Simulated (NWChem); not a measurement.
Species: C$_{4}$H$_{4}$OS; SMILES C=C1OC=CS1

```xyz
10

C      0.0151    -2.2202     0.0000
C     -0.0967    -0.8760     0.0000
O     -1.3237    -0.2367     0.0000
C     -1.2100     1.1267     0.0000
C      0.0444     1.6237     0.0000
S      1.2365     0.3229     0.0000
H      1.0017    -2.6979     0.0000
H     -0.8909    -2.8398     0.0000
H     -2.1662     1.6631     0.0000
H      0.3440     2.6769     0.0000
```
Atoms are numbered in this order, from 1.

Computed with NWChem. Geometry: optimised at PBE-D3(BJ)/def2-SVP.

For level HCTH/407/def2-SVP:

```
Quantity                     Value
---------------------------  -----
highest occupied level (eV)  -4.67
```

Q: What are these values for level PBE/def2-SVP?

A: 
| Item | Value |
|---|---|
| highest occupied level (eV) | -4.49 |
